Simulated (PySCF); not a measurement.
Computed with PBE-D3(BJ)/def2-TZVP // B3LYP-D3(BJ)/def2-TZVP (PySCF 2.14.0). Gas-phase values, no solvent. 

Reference species (SMILES): `[SiH2]1[C@@H](C1)[SiH3]` (neutral, multiplicity 1).

```yaml
LUMO: -0.79 eV
dipole_moment: 1.00 D
```

Changed species: `C/[SiH]=C\[SiH3]`.

### Question
What does the change do to the LUMO and dipole moment?

### Answer
the LUMO decreases by 1.15 eV, to -1.94 eV; the dipole moment rises by 1.32 D, to 2.32 D.
